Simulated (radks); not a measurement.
The magnesium ion Mg4+, 8 electrons, occupied as [He] 2s2 2p4. Method: non-relativistic Kohn-Sham, PBE, spin-polarised, spherical densities, point nucleus; open shells are filled with parallel spins first; computed with a radial shooting solver on a logarithmic mesh with Libxc functionals. Some entries of the table are withheld. Estimate them.

| orbital | occ. | eigenvalue (hartree) | r(max) (bohr) |
|---|---|---|---|
| 1s up | 1 | (1) | 0.08540 |
| 1s down | 1 | (2) | 0.08532 |
| 2s up | 1 | (3) | 0.5274 |
| 2s down | 1 | (4) | 0.5312 |
| 2p up | 3 | -4.83639 | (5) |
| 2p down | 1 | -4.59424 | (6) |

Answer. 
(1) 1s up eigenvalue (hartree): -49.88741
(2) 1s down eigenvalue (hartree): -49.78260
(3) 2s up eigenvalue (hartree): -5.98578
(4) 2s down eigenvalue (hartree): -5.76356
(5) 2p up r(max) (bohr): 0.4483
(6) 2p down r(max) (bohr): 0.4540
